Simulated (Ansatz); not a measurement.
Reaction (atomization): `Cl[SiH](Cl)[O][GeH3]` → 2 Cl• + Ge• + 4 H• + O• + Si•

Isolated molecules relaxed with PBE0-D4/def2-TZVP in Ansatz; ΔE leaves out vibrations. CCSD(T)/CBS adds triple-zeta CCSD(T) − MP2 to the extrapolated MP2 energy (def2 sets, frozen cores). This one scheme is used for every species, atoms too. Functionals use def2-TZVPP. Open shells (•) are unrestricted, without spin–orbit coupling. Spin–orbit coupling would lower the free atoms: a little for Cl, O, Si; clearly for Ge. Bonds to Ge are less sure, by a few kJ/mol each and by 10 to 20 or more in all where they break to atoms, as the def2 sets lack core-valence functions. Scalar relativity is left out up to krypton. Each species was taken in one conformer, which may not be the lowest.

`Cl[SiH](Cl)[O][GeH3]`:

Z-matrix (Å, degrees):
```
Si
Cl 1 2.045
O 1 1.603 2 110.8
Cl 1 2.048 2 107.4 3 120.8
H 1 1.469 2 108.9 3 -121.4
Ge 3 1.792 1 135.2 2 67.3
H 6 1.532 3 106.7 1 93.6
H 6 1.531 3 104.8 1 -147.2
H 6 1.534 3 108.2 1 -27.1
```

```tsv
level	ΔE (kcal/mol)	difference from CCSD(T)/CBS
LDA (SPW92)	783.5	86.6
r2SCAN-D4	695.3	-1.6
r2SCANh-D4	690.7	-6.2
BHLYP-D4	671.0	-25.9
CAM-B3LYP-D4	689.3	-7.6
B2PLYP	679.5	-17.4
revPBE	656.8	-40.1
r2SCANh	689.0	-7.9
BHLYP	661.6	-35.3
CCSD/def2-SVP	628.6	-68.3
MP2/def2-TZVPP	691.2	-5.7
CCSD/def2-TZVPP	666.0	-30.9
CCSD(T)/def2-TZVPP	676.9	-20.0
MP2/def2-QZVPP	703.2	6.3
SCS-MP2/def2-QZVPP	699.2	2.3
HF/CBS(def2)	510.7	-186.2
CCSD(T)/CBS	696.9	0
```

Largest T1 diagnostic among the species: 0.012.

In def2-TZVPP, CCSD(T) changes the Hartree–Fock value by +167.9 kcal/mol (the triples alone add +10.9 kcal/mol) and MP2 by +182.2 kcal/mol; breaking electron pairs costs correlation energy, which Hartree–Fock lacks. At CCSD(T), def2-SVP lies −61.5 kcal/mol from the extrapolated value and def2-TZVPP −20.0 kcal/mol: correlation converges slowly with the basis, and small sets miss more of it in the bonded molecule than in its fragments.

For atomizations the MP2-based limit and the directly extrapolated one differ by several kJ/mol either way, and by 10 to 25 for some Ge, Se and Sn compounds, so smaller differences from it don't rank the levels.
